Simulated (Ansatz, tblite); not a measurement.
Spin states of the cluster In5 (the lowest doublet isomer of a short search), each relaxed with PBE0-D4/def2-SVP in Ansatz. Electronic energies in the gas phase.

In the def2 sets In takes a core potential; there is no spin–orbit coupling. The xTB rows come from tblite. HOMO above LUMO, or a gap near zero within one spin, warns that the state may not be the lowest or that an electron is smeared out. The structure comes from a short search, and lower isomers may exist.

Doublet geometry (Cs within 0.1 Å):

```tsv
atom	x (Å)	y (Å)	z (Å)
In1	-0.926	1.831	0.846
In2	-2.035	-1.312	-0.695
In3	1.418	0.390	1.902
In4	1.618	-1.472	-0.380
In5	-0.075	0.563	-1.673
```

Quartet geometry (Cs within 0.1 Å):

```xyz
5

In   -0.304    1.890   -1.320
In    0.448   -2.042   -0.913
In   -2.162    0.625    0.561
In    0.011   -0.915    1.850
In    2.007    0.442   -0.177
```

⟨S²⟩: doublet 0.78 at PBE0-D4/def2-TZVP (pure 0.75), quartet 3.76 at PBE0-D4/def2-TZVP (pure 3.75).

Run but left out: HF/def2-SVP, HF/def2-TZVP, MP2/def2-SVP, MP2/def2-TZVP, CCSD/def2-SVP, CCSD(T)/def2-SVP (doublet: ⟨S²⟩ 1.94 to 1.96, where a pure state has 0.75).

Only these spin states were relaxed. The quartet has other bonds than the doublet, so the gap mixes isomer and spin.

Question: Estimate which spin state lies lowest at each of these levels, and by how much: GFN1-xTB; LDA (SPW92)/def2-TZVP; PBE-D4/def2-TZVP; r2SCAN-D4/def2-TZVP; PBE0-D4/def2-TZVP.

Answer: 
| level | quartet − doublet (kcal/mol) | lowest of these | remarks |
| --- | --- | --- | --- |
| GFN1-xTB | 0.7 | doublet | – |
| LDA (SPW92)/def2-TZVP | 10.2 | doublet | gap within one spin near zero (quartet) |
| PBE-D4/def2-TZVP | 9.0 | doublet | – |
| r2SCAN-D4/def2-TZVP | 6.2 | doublet | – |
| PBE0-D4/def2-TZVP | 6.8 | doublet | – |

Change of the quartet − doublet gap on mixing in exact exchange, in kcal/mol: PBE to PBE0 (25 % exact exchange) -2.3. The xTB methods have no spin-polarisation term.
